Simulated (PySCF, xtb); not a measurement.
C3H7NSi, SMILES C#C[SiH2]CN.

GFN2-xTB (xtb) at its own geometry gives an orbital gap of 4.05 eV and a dipole moment of 1.20 D.

Geometry: B3LYP-D3(BJ)/def2-SVP. The structure was generated by enumeration, and PubChem lists no compound with its InChIKey, so it may never have been made. The values are those of a single conformer.

Question: What does B3LYP/def2-TZVP (PySCF) give? (The exact figures need the calculation; the answer reports its results.)

Answer: gap 6.37 eV (levels -6.72 and -0.35 eV), dipole 1.67 D.
